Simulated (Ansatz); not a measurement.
Geometry optimisation, RKS PBE0-D4/def2-SVP (Ansatz).

Input:

```yaml
crystal:
  periodic: [false, false, false]
  atoms:
    - { symbol: C, position_ang: [-1.8475, -0.5716, 0.7241] }
    - { symbol: Al, position_ang: [-0.292, 0.5231, 1.2296] }
    - { symbol: B, position_ang: [-0.57759, 2.52872, 1.547] }
    - { symbol: C, position_ang: [-1.96549, 3.25644, 1.40283] }
    - { symbol: F, position_ang: [0.56551, 3.39274, 1.86382] }
    - { symbol: H, position_ang: [-1.6085, -1.5716, 0.5607] }
    - { symbol: H, position_ang: [-2.2868, -0.1175, -0.2275] }
    - { symbol: H, position_ang: [-2.6195, -0.4416, 1.5088] }
    - { symbol: H, position_ang: [1.20641, -0.14129, 1.35706] }
    - { symbol: H, position_ang: [-1.92675, 4.27154, 1.59181] }
    - { symbol: H, position_ang: [-2.66867, 2.69866, 2.13621] }
    - { symbol: H, position_ang: [-2.36521, 3.02782, 0.37759] }
basis:
  gaussian: { orbitals: def2-SVP }
hamiltonian:
  xc: pbe0
  dispersion: d4
relax:
  f_tol: 0.015
  max_steps: 40
```

Launched with:

```bash
$ ansatz run input.yaml --threads 2 --pin off --max-ram 3072MiB --backend cpu --events-out ev --progress --plain --runs-dir out
```

Problem. Where does it end, and by what steps?

Solution. The forces met the threshold. The force dipped under the threshold on the way, but the program's further checks kept it going. After 9 steps the energy has fallen by 0.617 eV; H7 moved furthest, 0.22 Å.

```tsv
step	energy less start (eV)	largest force component (eV/Å)	accepted
0	0.0000	3.835	yes
1	-0.4970	1.706	yes
2	-0.5864	0.537	yes
3	-0.6084	0.295	yes
4	-0.6134	0.156	yes
5	-0.6154	0.032	yes
6	-0.6161	0.012	yes
7	-0.6166	0.025	yes
8	-0.6167	0.020	yes
9	-0.6168	0.006	yes
```

```xyz
12
Properties=species:S:1:pos:R:3
C -1.813 -0.648 0.704
Al -0.279 0.481 1.185
B -0.577 2.612 1.550
C -1.957 3.347 1.435
F 0.484 3.344 1.905
H -1.570 -1.719 0.623
H -2.238 -0.331 -0.266
H -2.633 -0.542 1.437
H 1.173 -0.184 1.290
H -1.905 4.432 1.618
H -2.668 2.896 2.151
H -2.403 3.166 0.441
```

Time of the run: 26 s on 2 threads of Arm Neoverse V2, with other jobs on the host, peak memory 0.23 GiB.
